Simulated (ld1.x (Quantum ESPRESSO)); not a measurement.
## u(r) = r·R(r): atom against pseudo-atom (lithium)

Columns: radius, all-electron u(r) and pseudo u(r) of the 2s shell (level -2.82 eV) of lithium in the configuration [He] 2s1 2p0; PBEsol, scalar-relativistic, TM semilocal scheme, ld1.x (Quantum ESPRESSO) 7.5.

| r (bohr) | all-electron | pseudo |
| --- | --- | --- |
| 0.210 | 0.1738 | -0.0345 |
| 0.420 | 0.1677 | -0.0697 |
| 0.630 | 0.0939 | -0.1063 |
| 0.840 | -0.0009 | -0.1451 |
| 1.050 | -0.0965 | -0.1865 |
| 1.260 | -0.1842 | -0.2307 |
| 1.470 | -0.2608 | -0.2774 |
| 1.680 | -0.3256 | -0.3253 |
| 1.890 | -0.3802 | -0.3724 |
| 2.100 | -0.4249 | -0.4160 |
| 2.310 | -0.4597 | -0.4533 |
| 2.520 | -0.4853 | -0.4820 |
| 2.730 | -0.5026 | -0.5015 |
| 2.940 | -0.5126 | -0.5125 |
| 3.150 | -0.5162 | -0.5162 |
| 3.360 | -0.5143 | -0.5143 |
| 3.570 | -0.5076 | -0.5076 |
| 3.780 | -0.4970 | -0.4970 |
| 3.990 | -0.4832 | -0.4832 |
| 4.200 | -0.4668 | -0.4668 |
| 4.410 | -0.4484 | -0.4484 |
| 4.620 | -0.4285 | -0.4285 |
| 4.830 | -0.4076 | -0.4076 |
| 5.040 | -0.3861 | -0.3861 |
| 5.250 | -0.3645 | -0.3645 |
| 5.460 | -0.3429 | -0.3429 |

Task: How many radial nodes do the two functions have?

Result: The all-electron 2s function has n − l − 1 = 1; the pseudo-wave has 0, since the states of the same l below it are removed with the core.

Task: At about which radius was the pseudo-wave matched?

Result: 3.35 bohr. The columns agree to 0.0005 from 2.94 bohr on; several derivatives are matched, so the curves merge somewhat inside the radius.

Task: Is the pseudo-wave norm-conserving?

Result: Yes: the TM semilocal scheme keeps the norm inside the radius equal to the all-electron one, which fixes the energy derivative of the logarithmic derivative at the level.
